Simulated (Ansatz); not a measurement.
```yaml
crystal:
  periodic: [false, false, false]
  atoms:
    - {symbol: F, position_ang: [1.709140, -1.152524, 0.258337]}
    - {symbol: Ge, position_ang: [1.167126, 0.333553, -0.523295]}
    - {symbol: C, position_ang: [-1.120741, 0.394218, 0.702803]}
    - {symbol: N, position_ang: [-1.394904, -0.316460, -0.166105]}
    - {symbol: H, position_ang: [0.686802, -0.345450, -1.880922]}
    - {symbol: H, position_ang: [-1.005323, 1.022464, 1.562883]}
basis:
  gaussian: {orbitals: def2-TZVP, nuclear_model: gaussian}
hamiltonian: {xc: {name: B3LYP}, dispersion: d4}
```

```sh
$ ansatz run in.yaml --threads 2 --pin off --events-out ev --progress --plain --max-ram 4352MiB
```

It prints (some lines left out):

```
Functional definition: B3LYP
  name "B3LYP"
  cite "Stephens, Devlin, Chabalowski & Frisch, J. Phys. Chem. 98, 11623 (1994) doi:10.1021/j100096a001"
  cite "Becke, Phys. Rev. A 38, 3098 (1988) doi:10.1103/PhysRevA.38.3098"
  cite "Lee, Yang & Parr, Phys. Rev. B 37, 785 (1988) doi:10.1103/PhysRevB.37.785"
  cite "Vosko, Wilk & Nusair, Can. J. Phys. 58, 1200 (1980) doi:10.1139/p80-159"
  parameter a0 = 0.2
  parameter ax = 0.72
  parameter ac = 0.81
  exchange = (1 - a0 - ax)*slater_x + ax*b88_x + a0*exact_x
  correlation = (1 - ac)*vwn_rpa_c + ac*lyp_c
968 factors; their error is unknown
mean field evaluation 1: about -61790.0536 eV, gradient 6.2e1 eV
mean field evaluation 2: about -61768.2671 eV, gradient 1.2e2 eV
mean field evaluation 4: about -61796.7968 eV, gradient 7.1e0 eV
mean field evaluation 8: about -61796.9011 eV, gradient 2.1e-1 eV
mean field evaluation 16: about -61797.1273 eV, gradient 1.2e-4 eV
mean field -61797.12728726 eV, -2271.0025402094 hartree, gradient 1.9e-5 eV, S^2 0.000000; 0 other end points of the search recorded, 0 dependent functions left out
reference -61797.12750176 eV, -2271.0025480922 hartree; 28, 28 occupied and 125, 125 virtual orbitals, 968 factors
Total energy: -61797.31753732 eV, -2271.0095317703 hartree
```

Run time 1.9 s (2 threads of an Arm Neoverse V2 on a shared host); peak host memory 0.34 GiB.
